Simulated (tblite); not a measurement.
Start geometry of `CC(=O)c1cpcc(C)c1` from a force field or distance geometry (Å):
```
atom  x, y, z in Å
C1     3.289    0.352   -0.161
C2     1.903    0.878    0.176
O3     1.768    2.020    0.600
C4     0.717   -0.021    0.019
C5     0.897   -1.368   -0.314
P6    -0.482   -2.567   -0.557
C7    -1.900   -1.479   -0.156
C8    -1.782   -0.122    0.168
C9    -3.043    0.640    0.484
C10   -0.556    0.552    0.263
H11    3.301   -0.010   -1.192
H12    4.000    1.170   -0.077
H13    3.570   -0.429    0.551
H14    1.886   -1.792   -0.484
H15   -2.881   -1.948   -0.181
H16   -2.967    1.684    0.161
H17   -3.914    0.214   -0.024
H18   -3.230    0.623    1.563
H19   -0.584    1.614    0.541
```

Problem. What comes out of this run: GFN2-xTB geometry optimisation, gas phase in tblite 0.8.0?

Solution. 
```
atom  x, y, z in Å
C1     3.2357    0.3381   -0.1650
C2     1.8779    0.8901    0.1918
O3     1.7442    2.0261    0.5880
C4     0.7005   -0.0167    0.0382
C5     0.8441   -1.3520   -0.3114
P6    -0.4538   -2.4800   -0.5100
C7    -1.8101   -1.4579   -0.1617
C8    -1.7547   -0.1168    0.1757
C9    -3.0233    0.6266    0.4740
C10   -0.5466    0.5607    0.2695
H11    3.2369   -0.0459   -1.1825
H12    3.9736    1.1313   -0.0749
H13    3.4982   -0.4699    0.5151
H14    1.8352   -1.7518   -0.4748
H15   -2.7851   -1.9290   -0.2156
H16   -2.9428    1.6651    0.1617
H17   -3.8749    0.1694   -0.0242
H18   -3.2114    0.6137    1.5479
H19   -0.5535    1.6080    0.5391
```

The energy falls by 36.4 kJ/mol over 35 L-BFGS steps, the largest force on an atom goes from 3.17 to 0.007 eV/Å, and the atoms move by 0.059 Å rms after alignment. The bond that changes most is C5–P6 (ends: aromatic CH carbon; phosphorus bonded to 2 C), which shortens by 0.113 Å. Bonds longer at the end by more than 0.005 Å: 0 of 19; shorter: 15. Among the angles that change most is H11–C1–H13, from 112.0° to 108.8°. Rotational constants go from 1687, 851.6, 570.5 to 1752, 884.1, 592.3 MHz. The orientation of the end geometry is arbitrary; only internal coordinates are fixed.

Its lowest GFN2-xTB frequency is 12i cm⁻¹, too small to tell a flat minimum from a shallow saddle. One conformer, not necessarily the lowest.

All values are computed, not measured.
